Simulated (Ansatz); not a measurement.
Input file for CH₇NSiTe (`C[SiH](N)[TeH]`):

```yaml
crystal:
  periodic: [false, false, false]
  atoms:
    - {symbol: C, position_ang: [-0.904588, 1.220625, -0.074834]}
    - {symbol: Si, position_ang: [0.023196, -0.373984, 0.175656]}
    - {symbol: N, position_ang: [1.633720, 0.018842, 0.610758]}
    - {symbol: Te, position_ang: [0.228738, -1.758578, -1.903638]}
    - {symbol: H, position_ang: [-0.431464, 1.828774, -0.848413]}
    - {symbol: H, position_ang: [-0.937734, 1.799026, 0.853878]}
    - {symbol: H, position_ang: [-1.932318, 1.015360, -0.381089]}
    - {symbol: H, position_ang: [-0.727910, -1.232251, 1.137594]}
    - {symbol: H, position_ang: [2.327815, -0.698101, 0.741652]}
    - {symbol: H, position_ang: [1.830577, 0.840173, 1.159401]}
    - {symbol: H, position_ang: [-1.044730, -2.716988, -1.450266]}
basis:
  gaussian: {orbitals: def2-TZVPP}
correlation: {method: ccsd_t}
```

```sh
$ ansatz run in.yaml --threads 4 --pin off --events-out ev --progress --plain --max-ram 10444MiB
```

Output of Ansatz, abridged:

```
Functional definition: HF
1621 factors; integrals over basis functions are off by at most 1.0e-3 eV
mean field evaluation 1: about -17749.7206 eV, gradient 4.1e1 eV
mean field evaluation 2: about -17749.9348 eV, gradient 4.1e1 eV
mean field evaluation 4: about -17753.8171 eV, gradient 3.8e0 eV
mean field evaluation 8: about -17753.8799 eV, gradient 2.8e-1 eV
mean field evaluation 16: about -17753.8804 eV, gradient 1.5e-6 eV
mean field -17753.88035902 eV, -652.4430691818 hartree, gradient 1.5e-6 eV, S^2 0.000000; 0 other end points of the search recorded, 0 dependent functions left out
11 core orbitals not correlated: weight in the atoms' cores, before any rotation towards them, 1.000 or more for the frozen orbitals, at most 0.000 for the correlated occupied ones
reference -17753.88035902 eV, -652.4430691818 hartree; 18, 18 occupied and 223, 223 virtual orbitals, 1621 factors
second order -26.87941114 eV of doubles, -0.00000000 eV of singles
cycle   1  -26.55884579 eV  change    3.2e-1 eV  update   1.0e-1
cycle   2  -27.20335573 eV  change   -6.4e-1 eV  update   2.8e-2
cycle   3  -27.27995803 eV  change   -7.7e-2 eV  update   1.3e-2
cycle   4  -27.26389506 eV  change    1.6e-2 eV  update   3.0e-3
cycle   5  -27.26450170 eV  change   -6.1e-4 eV  update   1.4e-3
cycle   6  -27.26497962 eV  change   -4.8e-4 eV  update   4.2e-4
cycle   7  -27.26460392 eV  change    3.8e-4 eV  update   1.6e-4
cycle   8  -27.26456411 eV  change    4.0e-5 eV  update   5.7e-5
cycle   9  -27.26460606 eV  change   -4.2e-5 eV  update   2.1e-5
perturbative correction -0.87156147 eV, -0.0320292931 hartree
Total energy: -17782.01652656 eV, -653.4770542672 hartree
```

Run time 2.7 min (4 threads of an Arm Neoverse V2 on a shared host); peak host memory 5.9 GiB.

The correlation energy is -28.136 eV, 3.1 % of it from (T); the T1 diagnostic reads 0.0102.
